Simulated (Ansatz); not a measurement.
These are Ansatz (a first-principles code) with frozen-core CCSD(T)/cc-pVTZ // B3LYP-D3(BJ)/def2-TZVP values and carry that method's errors. The restricted HF reference is unstable towards unrestricted orbitals.

Ansatz 0.2 input:
```yaml
crystal:
  periodic: [false, false, false]
  atoms:
    - { symbol: C, position_ang: [-1.993026, 1.059069, -0.265147] }
    - { symbol: C, position_ang: [-0.837953, 0.702702, -0.181302] }
    - { symbol: N, position_ang: [0.417173, 0.379743, -0.10719] }
    - { symbol: Si, position_ang: [1.433099, -0.804385, 0.200663] }
    - { symbol: H, position_ang: [-3.003059, 1.372386, -0.339139] }
    - { symbol: H, position_ang: [1.082439, -2.191282, 0.575742] }
    - { symbol: H, position_ang: [2.867761, -0.514378, 0.109331] }
basis:
  gaussian: { orbitals: cc-pVTZ }
correlation:
  method: ccsd_t
```

Output:

```
Functional definition: HF
964 factors; integrals over basis functions are off by at most 1.1e-3 eV
mean field evaluation 1: about -11446.2911 eV, gradient 3.8e1 eV
mean field evaluation 2: about -11446.6179 eV, gradient 3.8e1 eV
mean field evaluation 4: about -11450.6714 eV, gradient 4.8e0 eV
mean field evaluation 8: about -11450.7622 eV, gradient 5.3e-1 eV
mean field evaluation 16: about -11450.7646 eV, gradient 9.4e-6 eV
mean field -11450.76456966 eV, -420.8078363282 hartree, gradient 9.4e-6 eV, S^2 0.000000; 0 other end points of the search recorded, 0 dependent functions left out; unrestricted orbitals would lower it
8 core orbitals not correlated
reference -11450.76456966 eV, -420.8078363282 hartree; 10, 10 occupied and 148, 148 virtual orbitals, 964 factors
second order -16.84860526 eV of doubles, -0.00000000 eV of singles
cycle   1  -16.63912134 eV  change    2.1e-1 eV  update   1.2e-1
cycle   2  -17.19170075 eV  change   -5.5e-1 eV  update   4.1e-2
cycle   3  -17.34100605 eV  change   -1.5e-1 eV  update   2.4e-2
cycle   4  -17.33611232 eV  change    4.9e-3 eV  update   8.3e-3
cycle   5  -17.33379763 eV  change    2.3e-3 eV  update   5.5e-3
cycle   6  -17.33668440 eV  change   -2.9e-3 eV  update   2.0e-3
cycle   7  -17.33599266 eV  change    6.9e-4 eV  update   9.2e-4
cycle   8  -17.33582361 eV  change    1.7e-4 eV  update   3.5e-4
cycle   9  -17.33584652 eV  change   -2.3e-5 eV  update   1.2e-4
cycle  10  -17.33582228 eV  change    2.4e-5 eV  update   4.3e-5
cycle  11  -17.33580193 eV  change    2.0e-5 eV  update   2.0e-5
perturbative correction -0.94025589 eV, -0.0345537667 hartree
Total energy: -11469.04062748 eV, -421.4794690650 hartree
```

Cost: about 50 core-seconds (a rough figure).
